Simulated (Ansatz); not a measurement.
Consider the substitution at a C–Si bond: `C=C[SiH2]B(O)Cl` + `N[SiH2][AlH2]` → `C=CN[SiH2][AlH2]` + `OB([SiH3])Cl`.

Calculated with Ansatz (gas phase, PBE0-D4/def2-TZVP geometries, no zero-point term in ΔE). CBS: MP2 limit from def2 TZ/QZ plus the TZ coupled-cluster correction, frozen cores. Functionals use def2-TZVPP. B3LYP here is the variant with VWN-RPA as its local correlation; programs differ in this. One conformer a species, not always the lowest.

```
             level  ΔE (kJ/mol)  difference from CCSD(T)/CBS
            PBE-D4        -50.1                        -26.3
         r2SCAN-D4        -47.7                        -23.9
           PBE0-D4        -45.1                        -21.3
          B3LYP-D4        -31.6                         -7.8
           ωB97X-V        -34.7                        -10.9
           ωB97M-V        -35.7                        -11.9
            B2PLYP        -27.4                         -3.6
               PBE        -46.5                        -22.7
            r2SCAN        -47.2                        -23.4
              PBE0        -42.3                        -18.5
             B3LYP        -25.3                         -1.5
     HF/def2-TZVPP         -3.4                         20.4
    MP2/def2-TZVPP        -30.7                         -6.9
SCS-MP2/def2-TZVPP        -22.5                          1.3
   CCSD/def2-TZVPP        -20.9                          2.9
CCSD(T)/def2-TZVPP        -27.9                         -4.1
     HF/def2-QZVPP         -2.2                         21.6
    MP2/def2-QZVPP        -27.9                         -4.1
SCS-MP2/def2-QZVPP        -19.4                          4.4
      HF/CBS(def2)         -2.0                         21.8
     MP2/CBS(def2)        -26.6                         -2.8
    CCSD/CBS(def2)        -16.8                          7.0
       CCSD(T)/CBS        -23.8                            0
```

Largest T1 diagnostic among the species: 0.016.

In def2-TZVPP, CCSD(T) changes the Hartree–Fock value by −24.5 kJ/mol (the triples alone add −6.9 kJ/mol) and MP2 by −27.3 kJ/mol. The D4 term adds −6.2 kJ/mol with B3LYP and −2.8 kJ/mol with PBE0; it sums over pairs of atoms, weighted by their polarisabilities, and B3LYP, whose exchange is more repulsive, gets the larger term. From PBE to PBE0 (25 % exact exchange), in def2-TZVPP and without D4, ΔE moves by +4.1 kJ/mol.
